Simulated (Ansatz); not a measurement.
Born–Oppenheimer molecular dynamics of AlFH$_{5}$NO (9 atoms, charge 0, multiplicity 1). It starts at the highest image of a converged band, a first-order saddle point between two minima.

All numbers below come from RKS PBE/def2-SVP in Ansatz.

| Property | Result |
| --- | --- |
| ensemble | NVE (velocity Verlet) |
| time step | 0.5 fs |
| steps asked | 200 |
| starting velocities drawn for | 100 K |
| seed | 6659 |

First frame:

```xyz
9
Properties=species:S:1:pos:R:3
Al 0.002 0.049 0.037
F -0.122 -0.536 1.662
N 1.640 0.065 -0.717
H 2.021 -0.721 -1.249
H 2.250 0.872 -0.859
H -1.359 -0.135 -0.769
O -0.016 1.863 0.953
H 0.850 2.318 0.957
H -0.069 1.390 1.826
```

Question: How far do the bonds stretch over the last three quarters of this one trajectory? (Pairs bonded in most of those frames.)

Answer: 
```json
{"bond": "Al1–F2", "mean (Å)": "1.728", "spread (Å)": "0.010", "shortest": "1.71", "longest": "1.74"}
{"bond": "Al1–N3", "mean (Å)": "1.811", "spread (Å)": "0.024", "shortest": "1.76", "longest": "1.84"}
{"bond": "Al1–H6", "mean (Å)": "1.595", "spread (Å)": "0.011", "shortest": "1.57", "longest": "1.61"}
{"bond": "Al1–O7", "mean (Å)": "2.035", "spread (Å)": "0.010", "shortest": "2.02", "longest": "2.06"}
{"bond": "N3–H4", "mean (Å)": "1.027", "spread (Å)": "0.014", "shortest": "1.01", "longest": "1.05"}
{"bond": "N3–H5", "mean (Å)": "1.028", "spread (Å)": "0.017", "shortest": "1.00", "longest": "1.06"}
{"bond": "O7–H8", "mean (Å)": "0.981", "spread (Å)": "0.012", "shortest": "0.96", "longest": "1.00"}
{"bond": "O7–H9", "mean (Å)": "0.991", "spread (Å)": "0.010", "shortest": "0.97", "longest": "1.01"}
```

Mean temperature of the second half: 204 K. The conserved energy stayed within 0.098 meV per atom of its start (net change 0.065 meV per atom), so the integration is sound. The kinetic energy rose, since the run started high on the potential surface and went downhill. A run of 0.1 ps of so small a system gives no equilibrium averages. The orbitals stay closed-shell, which can raise the energy where a bond breaks towards radicals; this wasn't checked here.

The run took 2 min on 2 threads of AMD EPYC 9R45 96-Core Processor (Zen 5), with other jobs on the host, peak memory 0.14 GiB.
